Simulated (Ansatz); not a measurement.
Reaction (formal exchange of groups at the Si–C bond): `CC[SiH2]SC` + `SC[NH][GeH3]` → `CS[SiH2][GeH3]` + `CCNCS`

Computed with Ansatz on PBE0-D4/def2-TZVP structures; ΔE is electronic, products minus reactants. CCSD(T)/CBS adds triple-zeta CCSD(T) − MP2 to the extrapolated MP2 energy (def2 sets, frozen cores). DFT in def2-TZVPP. B3LYP here is the variant with VWN-RPA as its local correlation; programs differ in this. For Ge outer-core shells are correlated without core-valence functions, which leaves a few kJ/mol of doubt a bond. Scalar relativity is left out up to krypton. One conformer a species, not always the lowest.

Q: Is it downhill or uphill in electronic energy at CCSD(T)/CBS, and by how much? (An estimate is asked.)

A: Computed: Uphill: ΔE = +10.8 kcal/mol.

Q: What do these levels give: B3LYP-D4, PBE, PBE0, HF/def2-QZVPP, SCS-MP2/def2-QZVPP, CCSD/CBS(def2)? (An estimate is asked.)

A: Ansatz gave: B3LYP-D4 10.3, PBE 7.5, PBE0 7.9, HF/def2-QZVPP 11.0, SCS-MP2/def2-QZVPP 12.7, CCSD/CBS(def2) 10.6 kcal/mol.

Largest T1 diagnostic among the species: 0.012.

The D4 term adds +1.0 kcal/mol with B3LYP and +0.5 kcal/mol with PBE0; it sums over pairs of atoms, weighted by their polarisabilities, and B3LYP, whose exchange is more repulsive, gets the larger term.
